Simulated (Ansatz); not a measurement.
## SnS (SMILES [S][Sn]): the vertical energy of the triplet above the singlet from total energies

SnS: 2 atoms, total charge 0, spin state singlet. As SMILES, `[S][Sn]`. Geometry: the measured bond length.

```xyz
2

S     0.0000    0.0000    0.0000
Sn    0.0000    0.0000    2.2090
```

Both states at this one shape; open shells run unrestricted unless said. 1 Eh = 27.2114 eV.

| level | program | singlet SnS (Eh) | triplet SnS (Eh) |
| --- | --- | --- | --- |
| wB97M-V/STO-3G | Ansatz | -6359.243378 | -6359.141500 |
| HSE06/def2-TZVP (core potential) | Ansatz | -612.407162 | -612.310026 |
| RPA@PBE/def2-TZVP (core potential), 9 core orbitals frozen | Ansatz | -611.592055 | -611.492404 |
| CCSD/def2-TZVP (core potential), 9 core orbitals frozen | Ansatz | -611.407405 | -611.312141 |

Question: Work out the vertical gap, second state less first, at each level.

Answer: 
1. wB97M-V/STO-3G: -6359.141500 − (-6359.243378) = 0.101878 Eh = 2.77 eV.
2. HSE06/def2-TZVP (core potential): -612.310026 − (-612.407162) = 0.097136 Eh = 2.64 eV.
3. RPA@PBE/def2-TZVP (core potential): -611.492404 − (-611.592055) = 0.099651 Eh = 2.71 eV.
4. CCSD/def2-TZVP (core potential): -611.312141 − (-611.407405) = 0.095264 Eh = 2.59 eV.

No measured value is set beside it here; the levels span 2.59 to 2.77 eV. Spin-orbit coupling, which splits open shells on such heavy atoms by tenths of an eV, is left out. Minimal sets are far from the basis-set limit. All-electron rows are non-relativistic unless named.
